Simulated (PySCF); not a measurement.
# Chromium: a sound run and one with changed settings

Sound run: Cr⁺ [Ar] 3d5, Cr²⁺ [Ar] 3d4. Calculation: PySCF 2.14, in pcseg-2 (6s4p3d2f1g, 56 functions); the non-relativistic Hamiltonian (point nucleus). In the sound run the correlated levels freeze [Ar]. The sound run starts from symmetry-adapted Hartree-Fock orbitals and uses a fine grid where one is needed.

Changed run: initial guess minao, at most 50 SCF cycles.

| species | method | sound run (hartree) | changed run (hartree) | converged |
| --- | --- | --- | --- | --- |
| Cr⁺ | UHF | -1043.11583 | -1043.08202 | yes |
| Cr⁺ | MN15 | -1044.29966 | -1044.29966 | yes |
| Cr⁺ | B3LYP | -1044.21645 | -1044.21645 | yes |
| Cr²⁺ | UHF | -1042.56216 | -1042.56216 | yes |
| Cr²⁺ | MN15 | -1043.68158 | -1043.68158 | yes |
| Cr²⁺ | B3LYP | -1043.59356 | -1043.59356 | yes |
| Cr²⁺ | MP2 | -1042.59760 | -1042.59760 | yes |

Ionisation energy of Cr⁺:

```tsv
method	sound run (eV)	changed run (eV)
MN15	16.819	16.819
B3LYP	16.950	16.950
```

The plain start fixes occupations by D2h representation alone, and Cr⁺ at UHF landed in another state (other ⟨L²⟩ or ⟨S²⟩). 

For comparison, NIST gives 16.486 eV between the lowest levels.
